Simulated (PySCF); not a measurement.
## Diatomics of Br with group 12

PBE0 with double-zeta basis sets in PySCF, for the lowest determinant that a PBE0 search found; no spin–orbit coupling. De refers to high-spin ground-configuration atoms. A positive dipole means M(−)Br(+).

```csv
M,basis,state (unpaired electrons),Re (Å),ωe (cm⁻¹),De (eV),μ (D)
Zn,pcseg-1,doublet (σ ↑),2.315,275,1.91,-3.47
Cd,cc-pVDZ-PP,doublet (σ ↑),2.499,219,1.63,-3.16
Hg,cc-pVDZ-PP,doublet (σ ↑),2.564,170,0.86,-2.56
```

The shortest bond is that of ZnBr (2.315 Å), the longest that of HgBr (2.564 Å). ZnBr is bound most strongly (1.91 eV) and HgBr least (0.86 eV).

The rows differ in basis set, which adds steps of its own.

Down a group the atoms grow and get heavier, so bonds lengthen and wavenumbers fall; this series shows no clear exception.

Spin–orbit coupling is left out, which matters for elements this heavy, above all for dissociation energies. States were picked by a PBE0 search and need not be the measured ground states.
